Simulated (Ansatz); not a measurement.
Consider the formal hydrolysis of a B–C bond: `BBC=C` + H₂O → `BBO` + `C=C`.

Program: Ansatz. Geometries: PBE0-D4/def2-TZVP. ΔE: electronic, gas phase. CCSD(T)/CBS is the MP2 limit (def2-TZVPP, def2-QZVPP) plus CCSD(T) − MP2 in def2-TZVPP, frozen cores. This one scheme is used for every species. DFT in def2-TZVPP. Each species was taken in one conformer, which may not be the lowest.

```csv
level,ΔE (kcal/mol)
BHLYP-D4,-25.4
ωB97X-V,-25.2
CCSD(T)/def2-TZVPP,-24.9
HF/def2-QZVPP,-27.3
```

Task: What does CCSD(T)/CBS give? (Best estimate.)

Result: The calculation gave: -23.9 kcal/mol. The listed levels differ from it by -1.5, -1.3, -1.0, -3.4 kcal/mol.

Largest T1 diagnostic among the species: 0.013.

Leaving LDA and LC-ωPBE aside and taking each functional with its dispersion term where it has one, the values, not all of them listed here, spread over 3.7 kcal/mol, from CAM-B3LYP-D4 to revPBE-D4. At CCSD(T), def2-SVP lies −6.8 kcal/mol from the extrapolated value and def2-TZVPP −1.1 kcal/mol. In def2-TZVPP, CCSD(T) changes the Hartree–Fock value by +2.5 kcal/mol (the triples alone add +0.4 kcal/mol) and MP2 by +3.1 kcal/mol.
